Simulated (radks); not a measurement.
Xe6+, 48 electrons, occupied as [Kr] 4d10 5s2.

Calculated with a radial shooting solver on a logarithmic mesh with Libxc functionals: non-relativistic Kohn-Sham, LDA (Slater exchange, Perdew-Wang correlation), spin-unpolarised, spherical densities, point nucleus; relativity is left out, which matters for an element this heavy.

Energy parts (eV):
total: -196479.350
kinetic: 196382.471
electron-nucleus: -462718.761
Hartree: 74571.813
exchange-correlation: -4714.873

Orbitals (lengths in bohr, moments of r in powers of bohr):
| orbital | occ. | eigenvalue (eV) | <r^2> |
|---|---|---|---|
| 1s | 2 | -32968.04 | 0.001061 |
| 2s | 2 | -5065.568 | 0.01722 |
| 2p | 6 | -4773.785 | 0.01290 |
| 3s | 2 | -1094.522 | 0.1174 |
| 3p | 6 | -970.7887 | 0.1119 |
| 3d | 10 | -739.8386 | 0.09342 |
| 4s | 2 | -256.8203 | 0.6261 |
| 4p | 6 | -212.7596 | 0.6820 |
| 4d | 10 | -136.7061 | 0.8549 |
| 5s | 2 | -83.7612 | 3.170 |

The highest occupied level is 5s at -83.761 eV. For comparison, the ionisation energy in NIST's Atomic Spectra Database is 91.6 eV (semi-empirical). In exact Kohn-Sham theory the highest level is minus the ionisation energy, but local and semilocal functionals leave it too shallow, through self-interaction and a potential that decays too fast; potentials with the right tail come closer.
